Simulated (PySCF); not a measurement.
Isomers of C3H11Si3 (doublet state), one GFN2-xTB conformer each. Single-point energies are computed at B3LYP/pcH-1 (PySCF, gas phase, no added dispersion term), electronic only. GFN2-xTB treats the open shell by occupation alone, and not every SCF solution was tested for stability.

```
                    SMILES  GFN2-xTB relative energy (kcal/mol)
  [SiH2]C[SiH2]/C=C\[SiH3]                                  8.3
   [SiH3]/C=C\[SiH]C[SiH3]                                  0.0
[SiH3]/C=[C]\[SiH2]C[SiH3]                                 10.9
```

Conformers: `[SiH2:1][CH2:2][SiH2:3]/[CH:4]=[CH:5]\[SiH3:6]` (doublet state) with H–Si1–C2–Si3 -73° and 58°, Si1–C2–Si3–C4 62°, C2–Si3–C4–C5 129°; `[SiH3:1]/[CH:2]=[CH:3]\[SiH:4][CH2:5][SiH3:6]` (doublet state) with C2–C3–Si4–C5 -2°, C3–Si4–C5–Si6 -97°; `[SiH3:1]/[CH:2]=[C:3]\[SiH2:4][CH2:5][SiH3:6]` (doublet state) with C2–C3–Si4–C5 101°, C3–Si4–C5–Si6 52°.

**Question.** What does B3LYP/pcH-1 give for the same structures?

**Answer.** 
```tsv
SMILES	B3LYP/pcH-1 E (Eh)	B3LYP/pcH-1 (kcal/mol)	GFN2-xTB (kcal/mol)	point group
[SiH2]C[SiH2]/C=C\[SiH3]	-989.39549	0.0	8.3	C1
[SiH3]/C=C\[SiH]C[SiH3]	-989.39494	0.3	0.0	C1
[SiH3]/C=[C]\[SiH2]C[SiH3]	-989.38426	7.0	10.9	C1
```

GFN2-xTB puts [SiH3]/C=C\[SiH]C[SiH3] lowest instead; measured from each level's own lowest isomer, the values differ by up to 8.3 kcal/mol ([SiH2]C[SiH2]/C=C\[SiH3]: 8.3 against 0.0). Neighbours under 5.0 kcal/mol apart ([SiH2]C[SiH2]/C=C\[SiH3] and [SiH3]/C=C\[SiH]C[SiH3]) can change places with a better method, another conformer or zero-point energy.
